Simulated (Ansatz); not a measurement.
iminoborane (H₂BN), singlet, geometry from GFN2-xTB; BCCD/def2-TZVP (Ansatz, a first-principles code).

Ansatz was given this input:
Ansatz 0.2 input:
```yaml
crystal:
  periodic: [false, false, false]
  atoms:
    - {symbol: B, position_ang: [0.69743449, 0.01758553, 0.01585591]}
    - {symbol: N, position_ang: [-0.54198802, -0.01075454, -0.01043728]}
    - {symbol: H, position_ang: [1.83680038, 0.04037551, 0.03791482]}
    - {symbol: H, position_ang: [-1.53005672, -0.05302143, -0.04413341]}
basis:
  gaussian:
    orbitals: def2-TZVP
magnetization: {spin_polarized: false}
correlation: {method: bccd}
```

It wrote (shortened):

```
Functional definition: HF
499 factors; integrals over basis functions are off by at most 1.2e-3 eV
mean field evaluation 1: about -2182.4388 eV, gradient 4.0e1 eV
mean field evaluation 2: about -2182.4408 eV, gradient 4.0e1 eV
mean field evaluation 4: about -2185.7998 eV, gradient 2.8e0 eV
mean field evaluation 8: about -2185.8294 eV, gradient 1.2e-1 eV
mean field evaluation 16: about -2185.8260 eV, gradient 7.0e-1 eV
mean field -2185.82945691 eV, -80.3277509330 hartree, gradient 6.7e-7 eV, S^2 0.000000; 0 other end points of the search recorded, 0 dependent functions left out
2 core orbitals not correlated
reference -2185.82945691 eV, -80.3277509330 hartree; 5, 5 occupied and 67, 67 virtual orbitals, 499 factors
second order -8.13205579 eV of doubles, -0.00000000 eV of singles
cycle   1  -8.15228844 eV  change   -2.0e-2 eV  update   7.6e-2
cycle   2  -8.36777527 eV  change   -2.2e-1 eV  update   2.5e-2
cycle   3  -8.43447153 eV  change   -6.7e-2 eV  update   1.4e-2
cycle   4  -8.43069403 eV  change    3.8e-3 eV  update   4.3e-3
cycle   5  -8.42908084 eV  change    1.6e-3 eV  update   1.4e-3
cycle   6  -8.42973094 eV  change   -6.5e-4 eV  update   3.1e-4
cycle   7  -8.42972266 eV  change    8.3e-6 eV  update   7.3e-5
cycle   8  -8.42971966 eV  change    3.0e-6 eV  update   1.7e-5
cycle   9  -8.42972546 eV  change   -5.8e-6 eV  update   5.2e-6
Total energy: -2194.25918237 eV, -80.6375376298 hartree
```
